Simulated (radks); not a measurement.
Results of a calculation; reference values are marked as such.
Spherical quantum dot in the effective-mass picture: electrons in a hard-walled sphere of radius 9.2, with a point charge +1 (a donor) at the centre, all in effective atomic units (hartree* = m*/eps^2 hartree, bohr* = eps/m* bohr), one dielectric constant everywhere. Level of theory: non-relativistic Kohn-Sham, LDA (Slater exchange, Perdew-Wang correlation), spin-polarised, spherical densities (a radial shooting solver with Libxc functionals). Levels are named by radial order and angular momentum (1s, 1p, 1d, 2s, ...), and open shells are averaged over m. Results are scaled to m* = 0.159 and eps = 9.8, for which hartree* = 45.05 meV and bohr* = 3.262 nm.

N = 36, configuration 1s2 1p6 1d10 2s(up 1, down 0) 1f14 1g(up 3, down 0). This is the lowest configuration that the search found. Occupied and some empty levels:

level    occupation  eigenvalue (meV)  <r> (nm)
1s up             1            201.90     23.30
1s down           1            202.34     23.41
1p up             3            202.85     23.58
1p down           3            203.28     23.56
1d up             5            204.67     23.76
1d down           5            205.10     23.74
1f up             7            207.34     23.95
2s up             1            207.39     5.549
1f down           7            207.77     23.94
1g up             3            210.81     24.15
1g down           0            211.25     24.14
2s down           0            213.98     7.960
1h up             0            215.05     24.34
1h down           0            215.50     24.33
2p up             0            220.94     14.92
3s up             0            221.23     15.64
2p down           0            221.69     15.56
3s down           0            223.36     14.63
2d up             0            226.24     17.26
2d down           0            226.61     17.40

Energy (meV): total 3733.33, kinetic 570.43, external -262.73, Hartree 3795.8, exchange-correlation -370.21.

Electron density:

r (nm)  n(r) (e/nm^3)
0.947        0.004763
2.44         0.001903
3.92        0.0007749
5.41        0.0003223
6.90        0.0001381
8.39       0.00006221
9.88       0.00003232
11.4       0.00002372
12.9       0.00002814
14.3       0.00004512
15.8       0.00007906
17.3        0.0001373
18.8        0.0002286
20.3        0.0003557
21.8        0.0005054
23.3        0.0006331
24.8        0.0006603
26.3        0.0005200
27.7        0.0002517
29.2       0.00003300
